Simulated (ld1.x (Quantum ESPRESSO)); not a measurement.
**Reading a pseudo-wave (H (Z = 1))**

Columns: radius, all-electron u(r) and pseudo u(r) of the 1s shell (level -6.49 eV) of hydrogen in the configuration 1s1; PBE, scalar-relativistic, RRKJ scheme, ld1.x (Quantum ESPRESSO) 7.5.

```
r (bohr)  all-electron  pseudo
   0.038        0.0702  0.0616
   0.075        0.1335  0.1209
   0.113        0.1935  0.1801
   0.150        0.2473  0.2356
   0.188        0.2982  0.2895
   0.225        0.3436  0.3386
   0.263        0.3864  0.3849
   0.300        0.4244  0.4258
   0.338        0.4601  0.4634
   0.375        0.4916  0.4959
   0.413        0.5210  0.5254
   0.450        0.5468  0.5506
   0.488        0.5706  0.5735
   0.525        0.5914  0.5933
   0.563        0.6105  0.6114
   0.600        0.6269  0.6273
   0.638        0.6417  0.6418
   0.675        0.6543  0.6543
   0.713        0.6655  0.6655
   0.750        0.6747  0.6747
   0.788        0.6827  0.6827
   0.825        0.6891  0.6891
   0.863        0.6943  0.6943
   0.900        0.6982  0.6982
   0.938        0.7011  0.7011
   0.975        0.7028  0.7028
```

(1) How many radial nodes do the two functions have?

(2) At about which radius was the pseudo-wave matched?

(3) Is the pseudo-wave norm-conserving?

Answers

(1) The all-electron 1s function has n − l − 1 = 0; the pseudo-wave has 0.

(2) 0.75 bohr. The columns agree to 0.0005 from 0.60 bohr on; several derivatives are matched, so the curves merge somewhat inside the radius.

(3) Yes: the RRKJ scheme keeps the norm inside the radius equal to the all-electron one, which fixes the energy derivative of the logarithmic derivative at the level.
